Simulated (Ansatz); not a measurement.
```yaml
crystal:
  periodic: [false, false, false]
  atoms:
    - {symbol: C, position_ang: [6.767257, 2.130079, 0.989392]}
    - {symbol: C, position_ang: [5.450006, 2.240601, 0.448856]}
    - {symbol: C, position_ang: [4.305215, 2.995417, 0.582721]}
    - {symbol: C, position_ang: [3.145965, 2.885234, 0.360117]}
    - {symbol: O, position_ang: [2.507587, 2.179289, 0.899619]}
    - {symbol: C, position_ang: [1.415477, 1.453731, 0.879607]}
    - {symbol: C, position_ang: [0.512084, 1.767181, -0.404418]}
    - {symbol: C, position_ang: [-0.957655, 1.111773, -0.754752]}
    - {symbol: C, position_ang: [-1.636404, 0.578727, 0.403613]}
    - {symbol: S, position_ang: [-3.084555, -0.009502, 0.231409]}
    - {symbol: C, position_ang: [-3.914108, 0.591108, -1.329684]}
    - {symbol: C, position_ang: [-4.327458, 1.859918, -0.421481]}
    - {symbol: C, position_ang: [-5.102489, 1.631313, 0.959986]}
    - {symbol: C, position_ang: [-4.127326, 1.067917, 1.466543]}
    - {symbol: C, position_ang: [-0.727931, -0.256665, 1.531203]}
    - {symbol: C, position_ang: [-1.060917, -1.091635, 2.582336]}
    - {symbol: C, position_ang: [-0.318839, -1.239199, 3.479246]}
    - {symbol: C, position_ang: [1.347513, -0.569500, 3.737192]}
    - {symbol: C, position_ang: [1.349844, 0.297094, 2.568889]}
    - {symbol: C, position_ang: [0.671024, 0.632893, 1.825888]}
    - {symbol: H, position_ang: [6.993433, 3.347986, 0.365979]}
    - {symbol: H, position_ang: [6.794528, 2.663049, 2.266563]}
    - {symbol: H, position_ang: [7.095753, 1.385210, 0.922299]}
    - {symbol: H, position_ang: [5.374451, 1.462496, -0.301451]}
    - {symbol: H, position_ang: [5.085274, 0.943820, 0.951343]}
    - {symbol: H, position_ang: [4.731181, 4.100116, -0.017817]}
    - {symbol: H, position_ang: [4.512848, 3.896305, 1.687058]}
    - {symbol: H, position_ang: [2.872241, 2.657909, -0.714299]}
    - {symbol: H, position_ang: [2.112195, 3.863274, 0.264996]}
    - {symbol: H, position_ang: [0.780744, 2.489609, -0.849590]}
    - {symbol: H, position_ang: [-1.579943, 1.308818, -1.213999]}
    - {symbol: H, position_ang: [-3.029003, 0.513954, -1.837413]}
    - {symbol: H, position_ang: [-4.747801, -0.116386, -1.404646]}
    - {symbol: H, position_ang: [-3.458935, 2.588172, -0.335304]}
    - {symbol: H, position_ang: [-5.334075, 2.476075, -1.388305]}
    - {symbol: H, position_ang: [-5.914301, 0.689089, 0.674292]}
    - {symbol: H, position_ang: [-5.533633, 2.501013, 1.246390]}
    - {symbol: H, position_ang: [-4.409753, 0.226936, 2.388781]}
    - {symbol: H, position_ang: [-3.482428, 1.543980, 1.716933]}
    - {symbol: H, position_ang: [-1.997764, -1.529249, 2.395233]}
    - {symbol: H, position_ang: [-0.389925, -2.137853, 4.313748]}
    - {symbol: H, position_ang: [1.406086, -0.973374, 4.554279]}
    - {symbol: H, position_ang: [2.357434, 0.578231, 2.746722]}
    - {symbol: O, position_ang: [-2.189999, -2.706915, -0.148028]}
    - {symbol: C, position_ang: [-1.429406, -2.715235, -1.170016]}
    - {symbol: O, position_ang: [-2.061501, -1.244463, -1.371728]}
    - {symbol: C, position_ang: [-1.267820, -3.578142, -2.200884]}
    - {symbol: C, position_ang: [-0.488474, -4.724534, -1.746485]}
    - {symbol: C, position_ang: [-0.100278, -5.606147, -2.837304]}
    - {symbol: C, position_ang: [-0.541105, -5.322438, -3.928460]}
    - {symbol: C, position_ang: [-0.835314, -3.762296, -4.141996]}
    - {symbol: C, position_ang: [-1.071586, -3.048580, -3.827547]}
    - {symbol: H, position_ang: [-0.545863, -5.048358, -0.645687]}
    - {symbol: H, position_ang: [0.251022, -6.455527, -2.323799]}
    - {symbol: H, position_ang: [0.158323, -5.947786, -4.944413]}
    - {symbol: H, position_ang: [-1.070903, -3.517150, -5.482357]}
    - {symbol: H, position_ang: [-1.814628, -2.343238, -3.658474]}
basis:
  gaussian: {orbitals: "6-31G*", fitting: {mean_field: def2-universal-jkfit}}
magnetization: {spin_polarized: true, initial_magnetization: 2}
hamiltonian: {xc: {name: wB97X-V}}
scf: {omitted_lower_state_checks: [starts]}
output: {forces: true}
```

```sh
$ ansatz run in.yaml --threads 2 --pin off --events-out ev --progress --plain --max-ram 32768MiB --backend cuda --devices 0, --max-vram 18GiB
```

Shortened log:

```
Functional definition: wB97X-V
2738 factors; integrals over basis functions are off by at most 8.8e-2 eV
2738 factors; integrals over basis functions are off by at most 3.4e-7 eV
mean field evaluation 1: about -43222.7542 eV, gradient 8.1e1 eV
mean field evaluation 2: about -42969.9121 eV, gradient 1.8e2 eV
mean field evaluation 4: about -43248.1648 eV, gradient 2.7e1 eV
mean field evaluation 8: about -43257.5131 eV, gradient 4.6e0 eV
mean field evaluation 16: about -43257.7420 eV, gradient 1.8e-1 eV
mean field -43257.85010056 eV, -1589.6966699715 hartree, gradient 2.3e-5 eV, S^2 2.718092; 0 other end points of the search recorded, 0 dependent functions left out
reference -43257.85009702 eV, -1589.6966698417 hartree; 110, 108 occupied and 385, 387 virtual orbitals, 2738 factors
Total energy: -43257.85009702 eV, -1589.6966698417 hartree
Atom 0 force    -8.530634    29.495459     5.173459 eV/Å
Atom 1 force    -1.956181   -11.971889     1.280233 eV/Å
Atom 2 force    22.672184    15.450235     6.413005 eV/Å
Atom 3 force   -12.270098    14.541975   -20.899977 eV/Å
Atom 4 force   -15.091067   -21.981080    20.035232 eV/Å
Atom 5 force    -7.649855     2.723075    -9.347236 eV/Å
Atom 6 force    -4.527373   -12.054840     8.884347 eV/Å
Atom 7 force    21.863929    -4.496659    21.453874 eV/Å
Atom 8 force    10.063506    -1.000957     1.512623 eV/Å
Atom 9 force    -6.907196    -5.637758     1.110760 eV/Å
Atom 10 force    -2.262256     1.284796     7.381096 eV/Å
Atom 11 force    -4.561569     4.110904    -7.029314 eV/Å
Atom 12 force   -11.226873    -0.094759   -12.449302 eV/Å
Atom 13 force    -0.753198   -20.565374     5.468716 eV/Å
Atom 14 force     1.863156     8.569664    -3.296057 eV/Å
Atom 15 force   -10.029179     2.651459   -12.655482 eV/Å
Atom 16 force    14.957284    -4.862702    16.911306 eV/Å
Atom 17 force   -10.975299     2.096278   -12.524310 eV/Å
Atom 18 force    27.771820   -13.840540    33.711282 eV/Å
Atom 19 force   -24.268779     8.700755   -28.214917 eV/Å
Atom 20 force     1.820219    -3.598860     1.552737 eV/Å
Atom 21 force    -0.012596    -2.146736    -3.883749 eV/Å
Atom 22 force    10.269025   -19.980126    -2.504605 eV/Å
Atom 23 force     0.289860     1.063144    -2.489901 eV/Å
Atom 24 force    -0.359430     2.424834     0.345375 eV/Å
Atom 25 force    -1.437218    -2.725002     0.720784 eV/Å
Atom 26 force    -0.629269    -3.156646    -1.889644 eV/Å
Atom 27 force     1.526167     0.420006    -1.419080 eV/Å
Atom 28 force     3.198869     0.389218    -0.044654 eV/Å
Atom 29 force     3.870590     9.971333    -7.479753 eV/Å
Atom 30 force   -17.972752     7.519904   -16.853046 eV/Å
Atom 31 force     1.378374     0.390358    -2.987263 eV/Å
Atom 32 force     0.364065     0.118266    -0.956974 eV/Å
Atom 33 force    -1.141139    -0.720324    -0.003033 eV/Å
Atom 34 force     2.964685    -1.069947     2.884414 eV/Å
Atom 35 force     1.286017     3.226545     0.684517 eV/Å
Atom 36 force    -1.569921     2.757481     1.393558 eV/Å
Atom 37 force     1.168506     2.265273    -2.220740 eV/Å
Atom 38 force    14.317193    11.102716     6.617319 eV/Å
Atom 39 force    -1.457740    -1.378590     0.283989 eV/Å
Atom 40 force    -0.570471     2.426747    -2.039861 eV/Å
Atom 41 force     2.840368    -3.743578     9.451553 eV/Å
Atom 42 force     1.599361     1.915097    -1.467249 eV/Å
Atom 43 force     1.284794    -2.064845     1.942600 eV/Å
Atom 44 force    -5.693566     5.049768     0.713503 eV/Å
Atom 45 force     1.970805    -1.667403    -2.170383 eV/Å
Atom 46 force     4.134975    -0.755416     2.476233 eV/Å
Atom 47 force    -2.046784     0.909651    -0.375915 eV/Å
Atom 48 force     1.708349    -1.614308    12.852675 eV/Å
Atom 49 force     1.146537     2.760841   -15.022779 eV/Å
Atom 50 force    45.301344  -138.864410   -69.267711 eV/Å
Atom 51 force   -47.462041   133.780816    68.115456 eV/Å
Atom 52 force     0.407621     0.551535    -1.787871 eV/Å
Atom 53 force     1.160058    -1.911318    -0.865453 eV/Å
Atom 54 force    -2.987584     1.993455     2.773845 eV/Å
Atom 55 force     1.114524    -1.596920     1.033137 eV/Å
Atom 56 force     0.035884     2.839400    -1.031368 eV/Å
Dipole moment:    -0.214247     1.618748     1.252149 e Å
Checks for a lower state left out: starts
```

Run time 32 s (2 threads of AMD EPYC 7R13 on a shared host and a share (18 GiB) of an NVIDIA H100 80GB HBM3), peak host memory 2.3 GiB.

The 6-31G sets use Cartesian d functions. The charge 0 triplet is spin-contaminated (final ⟨S²⟩ up to 2.72, 2.00 for a pure state).
